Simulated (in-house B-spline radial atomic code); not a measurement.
Configurations of Cs8+, with energies counted from [Kr] 4d10 5s1. All numbers are computed (Dirac-Hartree-Fock, average of configuration; Fermi nucleus of rms radius 4.8041 fm) with an all-electron radial atomic-structure program (B-spline basis), not measured. Energies include first-order Breit, QED and recoil terms.

Occupations are held fixed; configurations that lie above the ionisation limit could autoionise.

```tsv
configuration	E - E(ref) (eV)	highest orbital	its <r> (bohr)
[Kr] 4d10 (7d5/2)1	90.343	7d5/2	5.216
[Kr] 4d10 (9f5/2)1	108.36	9f5/2	11.25
[Kr] (4d3/2)3 (4d5/2)6 5s1 (6p3/2)1	131.81	6p3/2	2.962
[Kr] (4d3/2)3 (4d5/2)6 5s1 (6g9/2)1	161.83	6g9/2	4.759
[Kr] (4d3/2)3 (4d5/2)6 5s1 (8f7/2)1	172.88	8f7/2	8.51
[Ar] 3d10 4s2 (4p1/2)2 (4p3/2)3 4d10 5s1 (9d3/2)1	267.65	9d3/2	9.635
[Ar] (3d3/2)3 (3d5/2)6 4s2 4p6 4d10 5s1 (9f5/2)1	843.8	9f5/2	11.09
```

Q: Order these further configurations by energy, lowest first.
A. [Ar] (3d3/2)4 (3d5/2)5 4s2 4p6 4d10 5s1 (7g9/2)1
B. [Ar] 3d10 4s2 (4p1/2)2 (4p3/2)3 4d10 5s1 (6f5/2)1
C. [Ar] 3d10 4s2 (4p1/2)2 (4p3/2)3 4d10 (4f7/2)1 5s1
D. [Ar] (3d3/2)3 (3d5/2)6 4s2 4p6 4d10 5s1 (6d5/2)1
E. [Ar] (3d3/2)3 (3d5/2)6 4s2 4p6 4d10 5s1 (9g9/2)1

A: C (187.01 eV), B (248.5 eV), D (809.04 eV), A (822.63 eV), E (845.64 eV).

Q: How far above the reference does [Ar] (3d3/2)3 (3d5/2)6 4s2 4p6 4d10 5s1 (8g7/2)1 lie?

A: 841.96 eV; its least bound orbital is 8g7/2 with <r> = 9.37 bohr.

Q: How far above the reference does [Ar] (3d3/2)3 (3d5/2)6 4s2 4p6 4d10 5s1 (5g9/2)1 lie?

A: 814.83 eV; its least bound orbital is 5g9/2 with <r> = 2.971 bohr.
